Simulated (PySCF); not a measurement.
Zn(H)(Me) (CH4Zn), SMILES [CH3][ZnH]. Atoms are numbered in the order given.

```xyz
6

Zn     0.0000     0.0000    -0.4276
H      0.0000     0.0000    -1.9722
C      0.0000     0.0000     1.5136
H      0.8834     0.5101     1.9065
H      0.0000    -1.0201     1.9065
H     -0.8834     0.5101     1.9065
```

Coordinates come from a PBE0-D3(BJ)/def2-TZVP optimisation.

Vertical ionisation energy (IE) and electron affinity (EA) in eV. Rows of orbital energies are one-electron estimates. Where ΔSCF, EOM or ADC give a negative EA the extra electron is unbound and the value depends on the basis.

```
level                                               IE     EA
------------------------------------------------  ----  -----
−ε(HOMO), −ε(LUMO), ωB97X/def2-TZVPD (PySCF)      9.89  -1.06
−ε(HOMO), −ε(LUMO), CAM-B3LYP/def2-TZVPD (PySCF)  8.88  -0.21
```
